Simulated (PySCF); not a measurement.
From computed data to an observable: entropy of an ideal gas

BrClFHOSi, SMILES O[Si](F)(Cl)Br.

The structure is a stationary point at B3LYP-D3(BJ)/def2-SVP. One conformer was computed; it need not be the lowest.

B3LYP-D3(BJ)/def2-SVP (PySCF 2.14.0) gives the harmonic wavenumbers 128, 156, 222, 255, 262, 300, 442, 593, 785, 896, 988, 3868 cm⁻¹ and the rotational temperatures 0.1310, 0.0592, 0.0522 K. The molar mass is 179.44 g/mol, the symmetry number 1, the spin multiplicity 1.

Work out the entropy at 298.15 K and 1 atm in the rigid-rotor, harmonic-oscillator model.


Translation (Sackur–Tetrode at 1 atm): S = R[1.5 ln M + 2.5 ln T − 1.16487] = 173.5 J/(mol K).
Rotation: q = (√π/σ) T^1.5/√(θA θB θC) = 454000, S = R[ln q + 3/2] = 120.8 J/(mol K).
Vibration: with u = 1.4388 ν/T, each mode gives R[u/(e^u − 1) − ln(1 − e^−u)]:
```tsv
ν (cm⁻¹)	modes	u	S (J/(mol K))
128	1	0.62	12.45
156	1	0.75	10.87
222	1	1.07	8.13
255	1	1.23	7.10
262	1	1.26	6.90
300	1	1.45	5.93
442	1	2.13	3.43
593	1	2.86	1.93
785	1	3.79	0.92
896	1	4.32	0.59
988	1	4.77	0.41
```
The stiffer modes add less than 0.005 each. Sum 58.7 J/(mol K).
Spin: R ln 1 = 0.0 J/(mol K).
Total 352.9 J/(mol K); the program's own thermochemistry gives 352.9. Translation makes up 49 % and vibration 17 %. Anharmonicity, hindered rotation and orbital degeneracy are left out.
